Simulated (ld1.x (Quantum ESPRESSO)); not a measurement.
LDA (PZ) RRKJ dataset for neodymium, scalar-relativistic all-electron reference.

* Element: Nd
* Generator: ld1.x (Quantum ESPRESSO) 7.5
* Type: norm-conserving RRKJ (Kleinman–Bylander form)
* Functional: LDA (PZ)
* Relativity: scalar-relativistic
* Frozen core: [Kr] 4d10
* Valence charge: 14
* Reference configuration: 4f3 5s2 5p6 5d1 6s2 6p0
* Partial waves: 5p (bound): rc 2.15 bohr; 5d (bound): rc 3.50 bohr; 4f (bound): rc 1.15 bohr; 5s (bound): rc 2.15 bohr
* Local potential: the s channel
* Core correction: a·sin(br)/r model core inside 0.90 bohr
* rho0: 0.02

Occupied shells without a wave of their own: 6s. They enter only through the test configuration that unscreens the potential, and ld1.x also counts them in the model core charge.

All-electron outer shells of the reference configuration (LDA (PZ), scalar-relativistic, ld1.x):

```
shell  level (eV)  outermost node (bohr)  outermost maximum (bohr)
   4p     -232.24                   0.32                      0.59
   4d     -123.04                   0.29                      0.62
   5s      -43.83                   0.72                      1.31
   5p      -24.75                   0.77                      1.46
   4f       -7.12                      –                      0.65
   6s       -4.01                   1.73                      3.55
   5d       -3.06                   0.87                      2.10
   6p       -1.41                   2.07                      4.74
```

Q: Does the generator finish with these settings?

A: Yes, a potential is produced.

Q: Estimate the cutoffs (Ry, on a coarse ladder) from which the occupation-weighted sum of valence levels, in a spherical-Bessel basis at the reference potential, stays within 10 and 1 mRy of its value at 400 Ry.

A: 160 Ry and 230 Ry.

Q: Does the potential have ghost states?

A: No extra level below or beside the all-electron valence levels (p, d, f, s tested).

Q: Which valence shell sets the plane-wave cutoff?

A: 4f: its level needs 180 Ry to come within 1 mRy, against 40 Ry for 5s.

Q: Tests: 4f4 5s2 5p6 5d0 6s2 6p0; 4f4 5s2 5p6 5d0 6s1 6p0; 4f4 5s2 5p6 5d0 6s0 6p0; 4f4 5s2 5p6 5d1 6s0 6p0; 4f4 5s1 5p6 5d0 6s2 6p0; 4f4 5s2 5p5 5d0 6s2 6p0; 4f4 5s2 5p6 5d1 6s1 6p0. Which has the largest error in its energy relative to the reference configuration, and how large is it?

A: 4f4 5s2 5p6 5d0 6s0 6p0, with -2469 meV (all-electron minus pseudo) on +15.09 eV.

ld1.x takes every shell without a wave as core, so the model core holds the 6s electrons as well and exchange and correlation see them twice. This cancels in the reference configuration, but the file is broken for other ones, and its errors say nothing about a proper core correction.
